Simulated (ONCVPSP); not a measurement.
Transferability test, ONCV potential for technetium

ONCVPSP 4.0.1 input, shortened (lines: element, Z, core and valence counts, functional; n l f; lmax; l rc ep ncon nbas qcut; lloc lpopt rc5 dvloc0; l nproj debl; icmod fcfact rcfact), PBEsol, scalar-relativistic:

```
  Tc 43.00    6    4  -116133      upf
    1    0    2.00
    2    0    2.00
    2    1    6.00
    3    0    2.00
    3    1    6.00
    3    2   10.00
    4    0    2.00
    4    1    6.00
    4    2    5.00
    5    0    1.00
    2
    0    1.85    0.00    4    8    6.00
    1    1.70    0.00    3    6    9.10
    2    2.35    0.00    3    8    6.60
    4    5    1.35    2.00
    0    2    3.00
    1    2    4.00
    2    2    1.30
    3    2.50    1.50
```

Energies are relative to the spin-unpolarised reference configuration 4s2 4p6 4d5 5s1; without spin polarisation the order of configurations can differ from experiment.

Question: Give the all-electron excitation energy and the error of the potential for: 4s2 4p6 4d5 5s2; 4s2 4p6 4d5 5s0; 4s2 4p6 4d4 5s0; 4s2 4p5 4d5 5s2.

Answer:

```json
{"valence configuration": "4s2 4p6 4d5 5s2", "charge": "0", "ΔE all-electron (eV)": "-8.196", "error AE − PS (meV)": "+1.0"}
{"valence configuration": "4s2 4p6 4d5 5s0", "charge": "+2", "ΔE all-electron (eV)": "14.841", "error AE − PS (meV)": "-4.4"}
{"valence configuration": "4s2 4p6 4d4 5s0", "charge": "+3", "ΔE all-electron (eV)": "43.531", "error AE − PS (meV)": "+17"}
{"valence configuration": "4s2 4p5 4d5 5s2", "charge": "+1", "ΔE all-electron (eV)": "43.262", "error AE − PS (meV)": "-86"}
```

Levels in the configuration 4s2 4p6 4d5 5s0:

```json
{"level": "4s", "all-electron (eV)": "-89.540", "pseudo (eV)": "-89.617"}
{"level": "4p", "all-electron (eV)": "-61.538", "pseudo (eV)": "-61.571"}
{"level": "4d", "all-electron (eV)": "-22.492", "pseudo (eV)": "-22.500"}
```
